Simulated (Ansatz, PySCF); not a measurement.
WF₂, SMILES [F][W][F] (connectivity only; charge and spin as stated), neutral, multiplicity 3. Atoms are numbered in the order given.

```xyz
3

W      0.0000     0.0000     0.0000
F      0.0000     0.0000     1.8313
F      0.0000     0.0000    -1.8313
```
Charge 0, spin multiplicity 3.

The structure is a stationary point at B3LYP-D3(BJ)/def2-TZVP. The multiplicity is an assumed one; other spin states were not compared. The def2 effective core potentials stand for the cores of W; spin–orbit coupling is left out.

Two levels are set side by side: PBE-D3(BJ)/def2-TZVP (Ansatz, a program for electronic structure) and B3LYP-D3(BJ)/def2-TZVP (Ansatz). Each level has its own optimised geometry; the coordinates shown are those of the second. Frequencies come from the Hessian of PySCF at each geometry. Differences are taken from unrounded values.

```
quantity                            B3LYP-D3(BJ)  PBE-D3(BJ)  PBE-D3(BJ) minus B3LYP-D3(BJ)
----------------------------------  ------------  ----------  -----------------------------
mean bond length (Å)                       1.831       1.831                          0.000
bond W1–F2 (Å)                             1.831       1.831                          0.000
bond W1–F3 (Å)                             1.831       1.831                          0.000
highest harmonic wavenumber (cm⁻¹)           729         723                             -7
mean harmonic wavenumber (cm⁻¹)              401         388                            -13
zero-point energy (kcal/mol)                2.29        2.22                          -0.08
```
